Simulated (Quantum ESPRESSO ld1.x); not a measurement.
Values are calculated unless marked as measured or tabulated.
The mean radii <r> (bohr) of the occupied orbitals of an atom or ion are listed with their occupations. Code: ld1.x of Quantum ESPRESSO 7.5. Model: Dirac Kohn-Sham, BLYP, spin-unpolarised, spherical densities, point nucleus.

| orbital | occ. | <r> |
|---|---|---|
| 1s1/2 | 2 | 0.02318 |
| 2s1/2 | 2 | 0.09842 |
| 2p1/2 | 2 | 0.08242 |
| 2p3/2 | 4 | 0.08894 |
| 3s1/2 | 2 | 0.2592 |
| 3p1/2 | 2 | 0.2487 |
| 3p3/2 | 4 | 0.2611 |
| 3d3/2 | 4 | 0.2323 |
| 3d5/2 | 6 | 0.2362 |
| 4s1/2 | 2 | 0.5623 |
| 4p1/2 | 2 | 0.5690 |
| 4p3/2 | 4 | 0.5908 |
| 4d3/2 | 2 | 0.6017 |
| 4d5/2 | 3 | 0.6081 |
| 5s1/2 | 1 | 1.052 |

Name the element and its charge. Open shells, if any, are shared by 2j + 1.

Answer. Z = 61, promethium, charge +19: Pm19+ in [Kr] 4d5 5s1. The 1s radius gives Z: for a bare nucleus <r> = (2 gamma + 1)/(2Z) with gamma = sqrt(1 - (Z/c)^2), 0.02288 bohr for Z = 61, and screening makes it slightly larger (0.02318 here). The occupations add up to 42, and the charge is Z minus that.
